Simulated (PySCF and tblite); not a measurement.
The numbers below are computed, except where a source is named.
C₇H₁₂O, numbered as in [CH2:1]=[CH:2][C:3](=[O:4])[C:5]([CH3:6])([CH3:7])[CH3:8].

The ensemble was built from 90 distance-geometry starts (ETKDG and KDG, MMFF94s, GFN2-xTB) and rests on PBE0-D3(BJ)/def2-SVP geometries. Energies: PBE0-D3(BJ)/def2-SVPD (IEF-PCM, chloroform), with GFN2-xTB thermal terms (modes under about 100 cm⁻¹ blended into free rotors). Symmetry numbers and mirror images are counted. Conformers within 3 kcal/mol (GFN2-xTB free energy) were kept, 8 at most. Programs: PySCF with density fitting and tblite.

Rotational constants are equilibrium values for the commonest isotopes; dipoles come from the energy level named and are polarised by its solvent model.

Torsions listed: C1–C2–C3–O4, O4–C3–C5–C6.

| conformer | shape | symmetry | weight % |
| --- | --- | --- | --- |
| 1 | -1°, 0° | Cs | 98.7 |
| 2 | 178°, 2° | Cs | 1.3 |

Sets of constants, in random order:

```tsv
set	A (MHz)	B (MHz)	C (MHz)	abs μa (D)	abs μb (D)	abs μc (D)
P	2653	1781	1399	1.00	3.92	0.00
Q	3143	1500	1308	0.37	3.43	0.01
```

Question: Match each set to its conformer.

Answer: P is conformer 2, Q is conformer 1.

Thermal terms of a conformer that GFN2-xTB lacks, or places elsewhere, come from the nearest GFN2-xTB minimum; such a conformer stays in the set even outside the window.
